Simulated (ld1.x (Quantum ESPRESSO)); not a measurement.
**PBE RRKJ dataset for Bi, non-relativistic all-electron reference.**

The input file (ld1.x (Quantum ESPRESSO) 7.5):

```
&input
   title='Bi', zed=83., rel=0, dft='PBE', iswitch=3,
   config='[Xe] 4f14 5d10 6s2 6p1',
   nld=3, rlderiv=2.60, eminld=-6.0, emaxld=5.0, deld=0.02
 /
 &inputp
   pseudotype=2, tm=.false., lloc=-1, rcloc=2.15,
   nlcc=.false.,
   file_pseudopw='Bi.UPF', file_wfcaegen='ae.wfc', file_wfcncgen='nc.wfc', file_beta='beta', file_chi='chi'
 /
3
6S  1  0   2.00   0.00  1.85  1.85  0.0
6P  2  1   1.00   0.00  2.40  2.40  0.0
5D  3  2  10.00   0.00  1.15  1.15  0.0
 &test
   configts(1)='5d10 6s2 6p1'
 /
```

Command:

```bash
ld1.x < Bi.in > Bi.out
```

The program printed (shortened: banner, matrices, multipoles, cross overlaps and the repeated all-electron block are left out):

```
[... start of the log left out ...]
     s(1S/1S) =  1.000000  <r> =   0.0182  <r2> =    0.0004  r(max) =   0.0120
     s(2S/2S) =  1.000000  <r> =   0.0766  <r2> =    0.0069  r(max) =   0.0660
     s(2P/2P) =  1.000000  <r> =   0.0647  <r2> =    0.0051  r(max) =   0.0507
     s(3S/3S) =  1.000000  <r> =   0.1925  <r2> =    0.0422  r(max) =   0.1793
     s(3P/3P) =  1.000000  <r> =   0.1831  <r2> =    0.0387  r(max) =   0.1684
     s(4S/4S) =  1.000000  <r> =   0.4198  <r2> =    0.1983  r(max) =   0.3940
     s(4P/4P) =  1.000000  <r> =   0.4220  <r2> =    0.2019  r(max) =   0.3940
     s(3D/3D) =  1.000000  <r> =   0.1595  <r2> =    0.0297  r(max) =   0.1312
     s(5S/5S) =  1.000000  <r> =   0.9251  <r2> =    0.9576  r(max) =   0.8553
     s(5P/5P) =  1.000000  <r> =   0.9885  <r2> =    1.0998  r(max) =   0.8991
     s(4D/4D) =  1.000000  <r> =   0.4252  <r2> =    0.2082  r(max) =   0.3843
     s(4F/4F) =  1.000000  <r> =   0.4318  <r2> =    0.2216  r(max) =   0.3391
     s(5D/5D) =  1.000000  <r> =   1.2060  <r2> =    1.6731  r(max) =   1.0316
     s(6S/6S) =  1.000000  <r> =   2.3050  <r2> =    5.9425  r(max) =   2.0517
     s(6P/6P) =  1.000000  <r> =   2.6930  <r2> =    8.1444  r(max) =   2.3541

     ------------------------ End of All-electron run ------------------------

     --------------------- Generating NC pseudopotential ---------------------

      Generating local potential from pseudized AE potential:
      Matching radius rcloc =   2.1500

      Local pseudo, rcloc= 2.130 Estimated cut-off energy=     5.16 Ry
     Message from routine compute phi:
     negative determinant

      ld=   0.392597 f2ae  1.587210 faenor  0.256768
           0        1284        1283   100.09896956411470

 %%%%%%%%%%%%%%%%%%%%%%%%%%%%%%%%%%%%%%%%%%%%%%%%%%%%%%%%%%%%%%%%%%%%%%%%%%%%%%
     Error in routine compute_chi (1):
     n is too large
 %%%%%%%%%%%%%%%%%%%%%%%%%%%%%%%%%%%%%%%%%%%%%%%%%%%%%%%%%%%%%%%%%%%%%%%%%%%%%%

     stopping ...
```

The run stopped because the Bessel-function wave could not be built (negative determinant in compute_phi), and the routine for χ then failed on it.

The run took about 0.08 s on one core of a shared server CPU.
